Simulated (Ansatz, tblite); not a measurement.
Cost and result up the ladder for BiH2I (4 atoms). The state is a singlet with charge 0. Geometry: PBE-D4/def2-TZVP.

```xyz
4

Bi    0.513   -0.113    0.747
H    -0.558   -1.494    0.273
H     1.352   -0.256   -0.851
I    -1.307    1.862   -0.170
```

Ansatz on 4 threads of Intel Xeon on a shared host; xTB runs through tblite on one thread. Times are rough, summed over both states, and most runs start from the orbitals of an earlier one. CCSD(T)/def2-TZVPP serves as the yardstick here, not as an exact answer. The other state is a doublet.

In the def2 sets Bi, I take a core potential; there is no spin–orbit coupling. The xTB rows come from tblite. Correlated methods freeze 8 core orbitals; core or outer-core shells of Bi, I are correlated, in sets that lack core-valence functions.

Raw xTB energies of ions are shifted by several eV.

```
                            level  functions  wall time  vertical IE (eV)  difference from CCSD(T)/def2-TZVPP (eV)
                         GFN2-xTB         15    0.012 s             14.05                                     4.85
                         GFN1-xTB         17    0.033 s             13.62                                     4.42
                 PBE-D4/def2-TZVP        112      7.9 s              9.00                                    -0.20
r2SCAN-D4/def2-TZVP (with forces)        112       15 s              9.12                                    -0.07
                PBE0-D4/def2-TZVP        112       23 s              9.17                                    -0.02
               CCSD(T)/def2-TZVPP        128    2.5 min              9.19                                     0.00
```
